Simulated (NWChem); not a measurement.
CH4N2OSi; SMILES N#CO[SiH2]N

```xyz
9

N      0.1088     2.8712     0.0000
C     -0.1936     1.7485     0.0000
O     -0.5536     0.5241     0.0000
Si     0.4959    -0.8584     0.0000
N     -0.4228    -2.2841     0.0000
H      1.2892    -0.7511    -1.2486
H      1.2892    -0.7511     1.2486
H     -0.8659    -2.6367     0.8402
H     -0.8659    -2.6367    -0.8402
```
Atoms are numbered in this order, from 1.

Computed with NWChem. Pople sets run with spherical d functions. Coordinates come from a PBE0/def2-SVP optimisation. Level B3LYP/6-31G*: energy and gradient on several grids; changes count from the extra-fine grid, which is no exact limit either.

```json
[
 {"grid": "xcoarse", "size of the energy change (μHa)": "1000", "largest change of a gradient component (μHa/bohr)": "3000"},
 {"grid": "coarse", "size of the energy change (μHa)": "30", "largest change of a gradient component (μHa/bohr)": "300"},
 {"grid": "medium", "size of the energy change (μHa)": "< 10", "largest change of a gradient component (μHa/bohr)": "40"},
 {"grid": "fine", "size of the energy change (μHa)": "< 10", "largest change of a gradient component (μHa/bohr)": "< 30"},
 {"grid": "xfine", "size of the energy change (μHa)": "< 10", "largest change of a gradient component (μHa/bohr)": "< 30"}
]
```
